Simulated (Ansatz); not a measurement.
**Which method gave which barrier?**

Saddle point of SiNH$_{3}$Cl$_{2}$, closed shell (SiCl₂ + NH₃ → SiNH₃Cl₂ ([NH2][SiH]([Cl])[Cl]); bonds formed: Si1–H4; dative contacts that become bonds: Si1–N5; bonds broken: H4–N5), PBE0-D4/def2-TZVP structure:

```tsv
atom	x (Å)	y (Å)	z (Å)
Si1	-0.4756	-0.8573	-0.0249
Cl2	1.0670	-2.1348	-0.5690
Cl3	-1.4685	-0.3458	-1.7712
H4	-0.7301	0.1889	1.1871
N5	0.2772	0.7740	0.3989
H6	1.1169	0.7732	0.9673
H7	0.2130	1.6016	-0.1882
```

Computed with Ansatz 0.2.0 (basis: def2-TZVPP, with def2-QZVPP for the basis limit); correlated methods freeze the cores. Extrapolation: Hartree–Fock as exp(−7.88 √X), correlation as X^−2.97. Four methods, as single points on the PBE0-D4 structures, gave these electronic barriers from the start structure: 36.11, 43.50, 50.11, 58.87 kcal/mol.

(1) The methods were, in alphabetical order, BHLYP-D4, HF, PBE0-D4, SPW92. Which gave which? (Judge from chemistry; the calculation decides.)

The T1 diagnostic stays at or below 0.013. The restricted Hartree–Fock reference is unstable towards an unrestricted one at one or more of these structures.

Results:

(1) By the calculation: SPW92 36.11; PBE0-D4 43.50; BHLYP-D4 50.11; HF 58.87 kcal/mol. For comparison, CCSD(T) at an estimated basis limit (MP2 extrapolated from triple and quadruple zeta, plus CCSD(T) − MP2 in triple zeta) gives 45.57 kcal/mol.

Losses and insertions of silylenes and their heavier kin drive the gas-phase chemistry of silicon and germanium vapour deposition.

Labels in which every atom is bracketed show which atoms are joined, not bond orders.

For scale, one of the runs: CCSD(T)/def2-TZVPP, 199 basis functions, launched by `ansatz run in.yaml --threads 4 --pin off --events-out ev --progress --plain --max-ram 9574MiB`. Time: 43 s of wall clock on 4 CPU threads of an Arm Neoverse V1; the host was shared. Peak host memory: 2.2 GiB.
